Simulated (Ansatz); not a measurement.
Species: CHF2 (charge +1, singlet). 
Coordinates optimised at B3LYP-D3(BJ)/def2-TZVP (Ansatz, a first-principles code):
```
C
F 1 1.2334
F 1 1.2334 2 118.06
H 1 1.0970 2 120.97 3 180.00
```
Charge +1, spin multiplicity 1.

Basis-set convergence of Hartree-Fock and CCSD correlation energies (hartree) with Ansatz. Correlated levels leave the core frozen unless marked. Spin-orbit coupling is left out. Non-relativistic.

| basis | functions | E(HF) | E(corr, CCSD) |
|---|---|---|---|
| cc-pVDZ | 47 | -236.97208 | -0.50123 |
| cc-pVTZ | 104 | -237.05605 | -0.63937 |
| cc-pVQZ | 195 | -237.07494 | -0.68847 |

Extrapolating the two largest sets (X = 3 and 4) as X^-3: E(corr) = (64·(-0.68847) - 27·(-0.63937))/37 = -0.7243 Eh, an estimate of the basis-set limit. The largest set recovers 95.1 % of it, the smallest 69.2 %.
